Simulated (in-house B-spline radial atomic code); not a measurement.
A fraction x of an electron is removed from 3p in K2+, starting from [Ne] 3s2 3p5 and keeping the highest spin. Method: scalar-relativistic (X2C) Hartree-Fock with fractional occupations, spin-polarised, spherical fractional occupations, Fermi nucleus of rms radius 3.4349 fm. Calculated with a B-spline radial code for spherical atoms.

Caution: exact exchange at fractional occupations of open shells leaves self-interaction of up to several eV.

```csv
x,E(x) - E(0) (eV),3p down level (eV)
0,0.0000,-40.159
0.07,2.8323,-40.765
0.13,5.2939,-41.287
0.37,15.4551,-43.395
0.49,20.7263,-44.461
0.5,21.1714,-44.550
0.53,22.5119,-44.818
0.69,29.7977,-46.256
0.78,33.9973,-47.070
0.94,41.6450,-48.529
1,44.5732,-49.079
```

The exact functional would give a straight line between the two integer points. Deviations E(x) - E(0) - x[E(1) - E(0)], in eV: -0.288 at x = 0.07, -0.501 at x = 0.13, -1.037 at x = 0.37, -1.115 at x = 0.49, -1.115 at x = 0.5, -1.112 at x = 0.53, -0.958 at x = 0.69, -0.77 at x = 0.78, -0.254 at x = 0.94.

The curve lies below the straight line by up to 1.115 eV (at x = 0.49): with spherically averaged exact exchange in an open shell, this holds the self-interaction named above.

**Question.** How well does Slater's transition state (minus the level at half occupation) give the ionisation energy?

**Answer.** It gives 44.550 eV against 44.573 eV from the two total energies; NIST lists 45.80 eV, ground level to ground level. The end point has an open shell averaged over its orbitals, so its exact exchange keeps a self-interaction and this is no true integer point.
